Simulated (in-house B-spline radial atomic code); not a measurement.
A run on an ion of nuclear charge 69 with 69.2 electrons that did not converge. Method: scalar-relativistic (X2C) LDA exchange-only, spin-polarised, spherical fractional occupations, Fermi nucleus of rms radius 5.2256 fm; computed with an all-electron radial atomic-structure program (B-spline basis).

Command:
```bash
python run_scf.py task.json out
```
Settings (nuclear radius in fm, mass in u):
```
Z                69
configuration    [Xe] 4f13.2 6s2
hamiltonian      x2c
method           lda,
spin_polarised   True
nucleus          fermi
rms_radius       5.2256
atomic_mass      168.93422
speed_of_light   137.035999084
```

First and last ten iterations of the last attempt (damped for 15 steps, keeping 80 % of the old Fock matrix, then DIIS):
```
 iter        energy (Eh)    residual
    1      -13549.839599    3.41e-01
    2      -13445.868317    9.89e-01
    3      -13543.298833    5.04e-01
    4      -13549.166618    2.10e-01
    5      -13550.767285    7.21e-02
    6      -13551.051687    3.95e-02
    7      -13551.106889    2.96e-02
    8      -13551.131422    2.20e-02
    9      -13551.145387    1.61e-02
   10      -13551.153397    1.17e-02
  111      -13551.162293    4.91e-03
  112      -13530.380686    4.38e-01
  113      -13530.377844    4.38e-01
  114      -13530.379552    4.38e-01
  115      -13530.371182    4.38e-01
  116      -13530.369153    4.38e-01
  117      -13530.370773    4.38e-01
  118      -13530.374862    4.38e-01
  119      -13530.391375    4.38e-01
  120      -13530.385817    4.38e-01
 not converged after 120 iterations
```

The smallest residual met was 1.9e-03; the threshold is about 7e-07. No energy from this run should be used. The likely cause: this method binds the added charge weakly or not at all at the basis-set limit, so charge moves back and forth between the atom and the box. Cost of the run: 2.8 s on 1 thread of Arm Neoverse V2, with other jobs on the host.
